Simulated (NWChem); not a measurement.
Species: LiCl; SMILES [Li][Cl]

Results from NWChem. Pople sets run with spherical d functions. B3LYP is NWChem's, with the RPA form of VWN correlation. Each level has its own optimisation; frequencies are unscaled.

```
level            r Cl–Li (Å)  highest harmonic frequency (cm⁻¹)  zero-point energy (kcal/mol)  dipole (D)
---------------  -----------  ---------------------------------  ----------------------------  ----------
PBE0/def2-TZVP         2.014                                653                           0.9        7.02
B3LYP/def2-TZVP        2.017                                648                           0.9        6.93
PBE/def2-SVP           2.007                                671                           1.0        6.28
B3LYP/6-31G*           2.055                                630                           0.9        7.04
```
